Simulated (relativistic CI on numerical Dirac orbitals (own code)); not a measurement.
Ligand-field terms of d2

Computed with a parametric ligand-field model of a d^n configuration (Racah B and C, spin-orbit zeta, crystal field), exact diagonalisation.

Field parameters in Wybourne normalisation: Oh B⁴₀ = 21Dq, B⁴₄ = √(5/14) B⁴₀. The field is a parameter set, without covalency.

Task: Ground term and bands for B = 740, C = 3540, ζ = 0 cm⁻¹, Oh, 10Dq = 15600 cm⁻¹?

Result: Ground term 3T1 with 0.04 electrons in the two orbitals of the cubic e set. Spin-allowed: 3T2 14233 cm⁻¹ (703 nm), 3T1 23966 cm⁻¹ (417 nm), 3A2 29833 cm⁻¹ (335 nm). Lowest spin-forbidden: 1T2 11943 cm⁻¹ (837 nm), 1E 12159 cm⁻¹ (822 nm), 1A1 24783 cm⁻¹ (403 nm).

Task: Ground term and bands for B = 840, C = 3790, ζ = 0 cm⁻¹, Oh, 10Dq = 3000 cm⁻¹?

Result: Ground term 3T1 with 0.14 electrons in the two orbitals of the cubic e set. Spin-allowed: 3T2 2499 cm⁻¹, 3A2 5499 cm⁻¹ (1818 nm), 3T1 14599 cm⁻¹ (685 nm). Lowest spin-forbidden: 1T2 12616 cm⁻¹ (793 nm), 1E 13330 cm⁻¹ (750 nm), 1T2 18823 cm⁻¹ (531 nm).

Task: Ground term and bands for B = 860, C = 4270, ζ = 0 cm⁻¹, Oh, 10Dq = 4300 cm⁻¹?

Result: Ground term 3T1 with 0.12 electrons in the two orbitals of the cubic e set. Spin-allowed: 3T2 3629 cm⁻¹ (2756 nm), 3A2 7929 cm⁻¹ (1261 nm), 3T1 15858 cm⁻¹ (631 nm). Lowest spin-forbidden: 1T2 13889 cm⁻¹ (720 nm), 1E 14595 cm⁻¹ (685 nm), 1T2 20769 cm⁻¹ (481 nm).

Task: Ground term and bands for B = 1000, C = 3740, ζ = 0 cm⁻¹, Oh, 10Dq = 10200 cm⁻¹?

Result: Ground term 3T1 with 0.08 electrons in the two orbitals of the cubic e set. Spin-allowed: 3T2 8921 cm⁻¹ (1121 nm), 3A2 19121 cm⁻¹ (523 nm), 3T1 22642 cm⁻¹ (442 nm). Lowest spin-forbidden: 1T2 14042 cm⁻¹ (712 nm), 1E 14601 cm⁻¹ (685 nm), 1T2 25559 cm⁻¹ (391 nm).

Task: Ground term and bands for B = 580, C = 2470, ζ = 0 cm⁻¹, Oh, 10Dq = 18450 cm⁻¹?

Result: Ground term 3T1 with 0.02 electrons in the two orbitals of the cubic e set. Spin-allowed: 3T2 17211 cm⁻¹ (581 nm), 3T1 24672 cm⁻¹ (405 nm), 3A2 35661 cm⁻¹ (280 nm). Lowest spin-forbidden: 1T2 8698 cm⁻¹ (1150 nm), 1E 8810 cm⁻¹ (1135 nm), 1A1 19324 cm⁻¹ (517 nm).
